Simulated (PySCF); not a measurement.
Co²⁺: excitation energy

Co²⁺ [Ar] 3d7 (4F) → Co²⁺ [Ar] 3d6 4p1 (high-spin determinant), as a difference of total energies. All numbers are calculated (PySCF 2.14, the non-relativistic Hamiltonian (point nucleus), in def2-QZVPPD (11s6p5d4f2g, 100 functions)). Correlated levels: valence: [Ar] frozen. The calculations carry no spin-orbit coupling.

```
           method  excitation energy (cm⁻¹)
              UHF                     88622
    MP2 (valence)                    100650
SCS-MP2 (valence)                    103000
   CCSD (valence)                     99000
CCSD(T) (valence)                     99216
```

A first-order spin-orbit estimate (lowest level to lowest level, LS coupling) adds 0.072 eV.

The determinant of the upper state mixes LS terms, which raises its energy above the lowest term, most at the Hartree-Fock and MP2 levels.
